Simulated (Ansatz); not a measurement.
```xyz
2

Li    0.0000    0.0000   -1.2821
Li    0.0000    0.0000    1.2821
```

Basis set: def2-TZVP (spherical functions). All electrons are correlated. Charge 0, multiplicity 1.

Computed with Ansatz (development build ahead of 0.2.0); each method stands on the lowest determinant of its kind that the runs found. Restricted open shells among the atoms or ions are ROHF, correlated in semicanonical orbitals with singles.

The atomization energy at this shape (free ground-state atoms in the same class of orbitals less the molecule, no zero-point energy) of singlet Li2:

```tsv
method	atomization energy
RHF-MP2	0.53 eV
```

(1) What does RHF give?

Answers

(1) 0.11 eV.
